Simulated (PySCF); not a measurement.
## Zinc: a sound run and one with changed settings

Sound run: Zn [Ar] 3d10 4s2, Zn⁺ [Ar] 3d10 4s1. Calculation: PySCF 2.14, in cc-pVTZ-PP with ECP10MDF (5s5p4d2f1g, 63 functions); a scalar-relativistic core potential. In the sound run the correlated levels freeze 3s2 3p6 outside the core potential. The sound run starts from symmetry-adapted Hartree-Fock orbitals and uses a fine grid where one is needed.

Changed run: all electrons correlated in a basis built for the valence shell.

```
species  method  sound run (hartree)  changed run (hartree)  converged
     Zn     MP2           -226.48386             -226.86505        yes
    Zn⁺     MP2           -226.15142             -226.53048        yes
```

Ionisation energy of Zn:

| method | sound run (eV) | changed run (eV) |
| --- | --- | --- |
| UHF | 7.805 | 7.805 |
| MP2 | 9.046 | 9.104 |
| SCS-MP2 | 9.063 | 9.098 |

A valence basis has no tight correlating functions, so it recovers only part of the core correlation, and not evenly between atom and ion.

For comparison, NIST gives 9.394 eV between the lowest levels.
